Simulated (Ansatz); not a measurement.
Input file for Ansatz (an electronic-structure program): R-B3LYP/def2-TZVPP on HNP (SMILES [NH+]#P), atoms moved off the minimum. Charge +1.

Ansatz 0.2 input:
```yaml
crystal:
  periodic: [false, false, false]
  atoms:
    - {symbol: N, position_ang: [0.00491249, 0.01371586, -0.89659896]}
    - {symbol: P, position_ang: [-0.01254554, 0.00971368, 0.55236215]}
    - {symbol: H, position_ang: [-0.03048893, -0.00182908, -1.92401944]}
basis:
  gaussian:
    orbitals: def2-TZVPP
hamiltonian:
  xc: {name: B3LYP}
total_charge: 1
scf: {lower_state_search: off}
output: {forces: true}
```

The head of its log:

```
WARN ansatz: RAYON_NUM_THREADS=1 ignored (pool sized by the plan → 1); use --threads N
Functional definition: B3LYP
these checks for a lower state are left out or cut short: stability, starts, cluster_reference, orbital_swaps, neighbouring_geometries, increment
integrals: 0.01 GiB planned
511 factors; their error is unknown
mean field: 0.18 GiB planned
mean field evaluation 1: about -10764.4406 eV, gradient 1.1e2 eV
mean field evaluation 2: about -10680.1580 eV, gradient 1.7e2 eV
```

Q: Give the final energy of this run.

A: -396.4324 hartree.
